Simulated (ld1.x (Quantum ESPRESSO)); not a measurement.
**potassium: one change to a TM potential, before and after**

K, norm-conserving Troullier–Martins (Kleinman–Bylander form), made with ld1.x (Quantum ESPRESSO) 7.5 (PBE, scalar-relativistic). Core [Ar], reference 3d0 4s0.75 4p0 (charge +0.25). Waves: 4s (bound): rc 3.05 bohr; 4p (bound, empty): rc 4.05 bohr; 3d (bound, empty): rc 4.20 bohr; 4f channel at 0.35 Ry: rc 4.00 bohr. Local part: the f channel. Core correction: a·sin(br)/r model core inside 2.10 bohr.

Change: all radii but the core radius scaled by about 1.40 (s 4.26, p 5.66, d 5.88, f 5.60 bohr).

Cutoffs: the cutoffs (Ry, on a coarse ladder) from which the occupation-weighted sum of valence levels, in a spherical-Bessel basis at the reference potential, stays within 10 and 1 mRy of its value at 400 Ry; they do not see the model core or the augmentation charge, which bear on the density cutoff. Errors are all-electron minus pseudo energies relative to the spin-unpolarised reference configuration.

Q: What does the change do?

A: Both files are so soft that the ladder of cutoffs tells neither apart; of the 5 tests that both files solve, the error grows in 2 and shrinks in 0 by more than 15 % and 0.3 meV (median size 0.2 → 1.2 meV); neither file shows a bound ghost.

```tsv
quantity	base	changed
cutoff, loose	6 Ry	6 Ry
cutoff, tight	6 Ry	6 Ry
bound ghosts	none	none
error for 3d0 4s1 4p0, meV [ΔE -0.70 eV]	+0.1	+0.1
error for 3d0 4s0.5 4p0, meV [ΔE 0.94 eV]	-0.2	-0.2
error for 3d0 4s0 4p1, meV [ΔE 0.85 eV]	-4.2	-4.7
error for 3d1 4s0 4p0, meV [ΔE 1.76 eV]	-0.8	-9.6
error for 3d0.5 4s0.5 4p0, meV [ΔE 0.52 eV]	-0.1	-1.2
```
